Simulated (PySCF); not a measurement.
hydrogen fluoride, charge +1, doublet, geometry from GFN2-xTB (a state made from the parent by changing its charge; the spin is typed, not shown lowest). Base run: PBE/def2-SV(P) in PySCF.

The PySCF input:
```python
from pyscf import gto, scf, dft

mol = gto.M(
    atom='''
F    -0.00000000   -0.00000000   -0.10443316
H     0.00000000    0.00000000    0.93989843
''',
    basis='def2-sv(p)',
    charge=1,
    spin=1,
    verbose=3,
)

mf = dft.UKS(mol)
mf.xc = 'pbe'
mf.kernel()
mo_i, mo_e, stable_i, stable_e = mf.stability(internal=True, external=False, return_status=True, nroots=6, tol=1e-6)
print('internally stable:', stable_i, ' externally stable:', stable_e)
if not stable_i:
    umf = mf.copy()
    umf.scf_summary = {}
    umf.kernel(umf.make_rdm1(mo_i, mf.mo_occ))
mf.analyze()
```

The bond that is stretched is that between atoms 1 and 2. A test that says stable can miss a lower solution.

Each row names what was changed in the base input (with any setting that the change needs).

| change | ΔE vs base (kcal/mol) | <S^2> | stability test says | outcome |
|---|---|---|---|---|
| base | 0.000 | 0.752 | internally stable (external not tested) | converged |
| bond × 1.25 | 9.99 | 0.753 | internal instability | converged |
| bond × 1.5 | 26.83 | 0.760 | internally stable (external not tested) | converged |
| bond × 1.8 | 43.21 | 0.803 | internally stable (external not tested) | converged |
| bond × 2.2 | 55.10 | 0.930 | internally stable (external not tested) | converged |
| bond × 3.0 | - | - | - | not converged |

On stretching, the SCF can end on different states; <S^2> shows the spin contamination of each.
